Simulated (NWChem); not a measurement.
# Basis-set convergence for HBrSi

```xyz
3

Si    -1.0832     1.1603     0.0000
H     -0.0062     2.2784     0.0000
Br     0.4335    -0.5292     0.0000
```
Charge 0, spin multiplicity 1.

Program: NWChem. Structure: optimised with PBE/def2-SVP, a minimum by its harmonic frequencies.

Quantity: vertical ionisation energy at the level ΔMP2 (Δ: difference of total energies, the cation a doublet at the parent's geometry with its hole in an orbital of symmetry a' (Cs labels); it is the state that the SCF runs reached, from PBE0 orbitals for Hartree-Fock references, and need not be the lowest).

The Hamiltonian is non-relativistic. The correlated methods keep 14 core orbitals frozen. The Pople sets run with spherical d functions. The structure started from a generated list of species. No SCF solution was tested for a lower state. Open-shell Hartree-Fock references start from PBE0 orbitals; any time given for them includes that run.

Costs are rough ratios of processor time within this set of runs, SCF included, with STO-3G as 1.

```
basis        functions  vertical ionisation energy (eV)  relative cost
-----------  ---------  -------------------------------  -------------
STO-3G              28                              ___              1
cc-pVDZ             50                             9.14             20
pcseg-1             50                             9.15              4
6-31G*              52                             9.11              3
aug-cc-pVDZ         72                             9.23             20
aug-pcseg-1         72                              ___              6
def2-SVPD           73                             9.24              4
pcseg-2             91                             9.29             10
cc-pVTZ             91                             9.33             50
def2-QZVP          175                              ___             90
```

Question: Some entries are withheld; supply them.

Answer: 
- STO-3G, vertical ionisation energy (eV): 6.14
- aug-pcseg-1, vertical ionisation energy (eV): 9.20
- def2-QZVP, vertical ionisation energy (eV): 9.41
